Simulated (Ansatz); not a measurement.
`NCCO` and `OCC[SiH2]S` differ in one atom or group.

Ansatz, PBE0-D4/def2-TZVP geometries, multiplicity 1. Each molecule was computed in one conformer, which needn't be the lowest.

| property | `NCCO` |
| --- | --- |
| HOMO–LUMO gap (PBE/def2-TZVPP) / eV | 5.39 |
| LUMO energy (B3LYP/def2-TZVPP) / eV | 0.62 |
| LUMO energy (ωB97M-V/def2-TZVPP) / eV | 2.41 |
| size of the dipole moment (B3LYP/def2-TZVPP) / D | 0.87 |
| HOMO energy (PBE/def2-TZVPP) / eV | -5.25 |
| HOMO energy (ωB97M-V/def2-TZVPP) / eV | -9.18 |

**Question.** Give the same properties after the change, and the shifts. (Best estimate.)

**Answer.** Ansatz gave: 
| property | `OCC[SiH2]S` | shift |
| --- | --- | --- |
| HOMO–LUMO gap (PBE/def2-TZVPP) / eV | 5.52 | 0.13 |
| LUMO energy (B3LYP/def2-TZVPP) / eV | 0.24 | -0.38 |
| LUMO energy (ωB97M-V/def2-TZVPP) / eV | 2.07 | -0.34 |
| size of the dipole moment (B3LYP/def2-TZVPP) / D | 3.39 | 2.52 |
| HOMO energy (PBE/def2-TZVPP) / eV | -5.84 | -0.59 |
| HOMO energy (ωB97M-V/def2-TZVPP) / eV | -9.25 | -0.07 |

With PBE0 the HOMO falls by 0.30 eV and the LUMO falls by 0.43 eV, so the gap narrows by about 0.13 eV. PBE moves the HOMO by -0.59 eV and ωB97M-V by -0.07 eV. Dipoles are sizes alone; their direction can turn.

B3LYP here is the variant with VWN-RPA as its local correlation; programs differ in this.
